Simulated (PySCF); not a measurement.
# [Pb(CN)3]−: from a saddle point downhill

PySCF 2.14.0, RKS B3LYP, Pb def2-SVP with ECP60, C def2-SVP, N def2-SVP; non-relativistic Hamiltonian with scalar-relativistic core potentials where named; density fitting; no spin-orbit coupling. Relaxed within the symmetry of its start, the geometry (C2v) is

```xyz
7

Pb   -0.2678    0.0000    0.0000
C    -0.1514    0.0000    2.6228
N    -0.3896    0.0000    3.7699
C    -0.1514    0.0000   -2.6228
N    -0.3896    0.0000   -3.7699
C     2.0733    0.0000    0.0000
N     3.2397    0.0000    0.0000
```

and its lowest harmonic modes are -189, 40, 48, 60, 102, 134 cm⁻¹ (negative: unstable). It was moved along the lowest mode and relaxed again, within the group Cs that the move left.

Task: Where does it end, and how much lower?

Result: In C3v, 1.331 eV lower, after 26 steps:
```xyz
7

Pb    0.3591    1.2192    0.0000
C    -0.4195   -0.2086    1.7242
N    -0.8773   -0.7479    2.6516
C    -0.4195   -0.2086   -1.7242
N    -0.8773   -0.7479   -2.6516
C     2.5317    0.2720    0.0000
N     3.6659   -0.0007    0.0000
```

Task: How do the contacts change?

Result: 
```
    contact  saddle (Å)  end (Å)
Pb1–C2 (CN)       2.625    2.370
Pb1–C4 (CN)       2.625    2.370
Pb1–C6 (CN)       2.341    2.370
```


No frequency check is given for the end.

State: singlet.
